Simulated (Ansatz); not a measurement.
Geometry optimisation, RHF/def2-SVP (Ansatz 0.2.0).

Input file:

```yaml
crystal:
  periodic: [false, false, false]
  atoms:
    - { symbol: "N", position_ang: [-0.4693, 1.6253, 1.8563] }
    - { symbol: Si, position_ang: [-0.4973, -0.0857, 1.4895] }
    - { symbol: Si, position_ang: [0.8287, -0.4684, -0.2551] }
    - { symbol: "N", position_ang: [0.9416, -2.2073, -0.6252] }
    - { symbol: Ge, position_ang: [0.1012, 0.7077, -2.0919] }
    - { symbol: H, position_ang: [-0.921, 2.1573, 1.0027] }
    - { symbol: H, position_ang: [-1.1725, 1.8118, 2.6273] }
    - { symbol: H, position_ang: [-1.8129, -0.5181, 1.1467] }
    - { symbol: H, position_ang: [-0.0015, -0.7998, 2.7092] }
    - { symbol: H, position_ang: [2.2269, -0.0323, 0.1179] }
    - { symbol: H, position_ang: [-0.134, -2.4902, -0.7837] }
    - { symbol: H, position_ang: [1.1809, -2.707, 0.2655] }
    - { symbol: H, position_ang: [0.0376, 2.2538, -1.7509] }
    - { symbol: H, position_ang: [1.0096, 0.4679, -3.2646] }
    - { symbol: H, position_ang: [-1.3399, 0.2344, -2.4144] }
basis:
  gaussian: { orbitals: def2-SVP }
hamiltonian:
  xc: hf
relax:
  f_tol: 0.015
  max_steps: 40
output:
  orbitals: {}
```

Launched with:

```bash
$ ansatz run input.yaml --threads 2 --pin off --max-ram 3072MiB --backend cpu --events-out ev --progress --plain --runs-dir out
```

Where does it end, and by what steps?

The forces met the threshold. After 11 steps the energy has fallen by 1.189 eV; H12 moved furthest, 0.42 Å.

```csv
step,energy less start (eV),largest force component (eV/Å),accepted
0,0.0000,3.931,yes
1,-0.9371,1.530,yes
2,-1.0229,0.739,yes
3,-1.1179,0.835,yes
4,-1.1671,0.230,yes
5,-1.1832,0.097,yes
6,-1.1870,0.051,yes
7,-1.1881,0.021,yes
8,-1.1882,0.053,yes
9,-1.1883,0.079,yes
10,-1.1885,0.022,yes
11,-1.1886,0.012,yes
```

```xyz
15
Properties=species:S:1:pos:R:3
N -0.638 1.689 1.901
Si -0.612 -0.026 1.651
Si 0.794 -0.538 -0.195
N 0.834 -2.226 -0.616
Ge 0.095 0.696 -2.155
H -0.743 2.322 1.132
H -1.033 2.078 2.735
H -1.950 -0.639 1.392
H -0.114 -0.663 2.898
H 2.182 -0.132 0.144
H 0.022 -2.679 -0.989
H 1.379 -2.867 -0.071
H -0.173 2.175 -1.814
H 1.151 0.648 -3.269
H -1.216 0.112 -2.715
```

Whether the end is a true minimum wasn't checked by a vibrational analysis.

Run time: 37 s on 2 threads of Arm Neoverse V2, on a shared host, peak memory 0.45 GiB.
